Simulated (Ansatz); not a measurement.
Geometry optimisation, RKS B3LYP/6-31G* (Ansatz 0.2.0).

The input (input.yaml):

```yaml
crystal:
  periodic: [false, false, false]
  atoms:
    - { symbol: Si, position_ang: [-0.089847, -0.637482, 1.006373] }
    - { symbol: "N", position_ang: [1.229272, 0.751155, -1.476444] }
    - { symbol: H, position_ang: [0.605325, -1.658873, 0.193777] }
    - { symbol: H, position_ang: [-0.575163, -1.190003, 2.291749] }
    - { symbol: "N", position_ang: [-1.482487, -0.069596, 0.198318] }
    - { symbol: H, position_ang: [1.714959, 0.782767, -0.583605] }
    - { symbol: F, position_ang: [1.026789, 0.491587, 1.46392] }
    - { symbol: H, position_ang: [0.990733, -0.217038, -1.676984] }
    - { symbol: H, position_ang: [0.364871, 1.27313, -1.356226] }
    - { symbol: H, position_ang: [-2.266243, 0.303608, 0.719988] }
    - { symbol: H, position_ang: [-1.518209, 0.170645, -0.780765] }
basis:
  gaussian: { orbitals: "6-31G*" }
hamiltonian:
  xc: b3lyp
relax:
  f_tol: 0.03
  max_steps: 50
```

Command:

```bash
$ ansatz run input.yaml --threads 2 --pin off --max-ram 3072MiB --backend cpu --events-out ev --progress --plain --runs-dir out
```

**Question.** Where does it end, and by what steps?

**Answer.** The run converged. The force dipped under the threshold on the way, but the program's further checks kept it going. After 11 steps the energy has fallen by 0.138 eV; H8 moved furthest, 0.72 Å.

```csv
step,energy less start (eV),largest force component (eV/Å),accepted
0,0.0000,0.644,yes
1,-0.0929,0.424,yes
2,-0.1175,0.299,yes
3,-0.1250,0.382,yes
4,-0.1303,0.207,yes
5,-0.1338,0.161,yes
6,-0.1362,0.134,yes
7,-0.1352,0.232,no
8,-0.1377,0.048,yes
9,-0.1382,0.029,yes
10,-0.1384,0.032,yes
11,-0.1384,0.016,yes
```

```xyz
11
Properties=species:S:1:pos:R:3
Si -0.240 -0.795 1.194
N 1.484 1.028 -1.677
H 0.302 -1.906 0.380
H -0.651 -1.200 2.557
N -1.627 -0.183 0.400
H 1.598 0.990 -0.665
F 0.974 0.270 1.393
H 1.554 0.070 -2.015
H 0.527 1.331 -1.848
H -2.280 0.424 0.880
H -1.643 -0.029 -0.600
```

Whether the end is a true minimum wasn't checked by a vibrational analysis.

Run time: 18 s on 2 threads of Arm Neoverse V2, with other jobs on the host, peak memory 0.15 GiB.
